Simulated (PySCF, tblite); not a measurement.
Write Cartesian coordinates for `NC(=O)[C@@H]1CC(=O)CO1` as optimised with GFN2-xTB.

```xyz
16
C5H7NO3 angstrom
N      2.0991   -0.8006   -0.4736
C      1.5665   -0.0043    0.4679
O      1.9997    0.1177    1.5901
C      0.3345    0.7811   -0.0337
C     -0.6561    1.0134    1.1043
C     -1.7121   -0.0401    0.8727
O     -2.6384   -0.3176    1.5788
C     -1.3682   -0.7036   -0.4523
O     -0.3572    0.0704   -1.0549
H      2.9109   -1.3560   -0.2629
H      1.6588   -0.8698   -1.3759
H      0.7002    1.7106   -0.4824
H     -0.1755    0.8858    2.0761
H     -1.1167    2.0011    1.0737
H     -1.0251   -1.7294   -0.2481
H     -2.2280   -0.7497   -1.1237
```

Orientation and origin are arbitrary. Atoms count from 1 in this order. The 5-membered ring C4–C5–C6–C8–O9 has internal angles of 103.5° to 108.4°; it is puckered, 0.11 Å rms from its mean plane, widest ring torsion 29°. H11 on N1 lies 2.25 Å from O9, 4 bonds away (angle at H 104°; Bondi radii sum to 2.72 Å). The 4 C–O bonds span 1.197 Å (C6=O7, drawn double) to 1.424 Å (C4–O9, drawn single), a spread of 0.227 Å. Of the pairs four or more bonds apart, those above aside, O3···H13 is among the closest relative to their van der Waals radii: 2.36 Å, 87 % of the sum of Bondi's values.

Bonds between heavy atoms (Å): N1–C2 1.343, C2=O3 1.209, C2–C4 1.545, C4–C5 1.526, C5–C6 1.510, C6=O7 1.197, C6–C8 1.521, C8–O9 1.409, C4–O9 1.424.

Computed geometry: GFN2-xTB, gas phase.

Point group: C1 (no symmetry element, even within 0.4 Å). Its GFN2-xTB frequencies are all real (lowest 47 cm⁻¹). One conformer, not necessarily the lowest (H–N1–C2–O3 1° and 178°, N1–C2–C4–C5 148°, C2–C4–C5–C6 -101°, C4–C5–C6–O7 173°, C5–C6–C8–O9 -10°, C6–C8–O9–C4 24°).
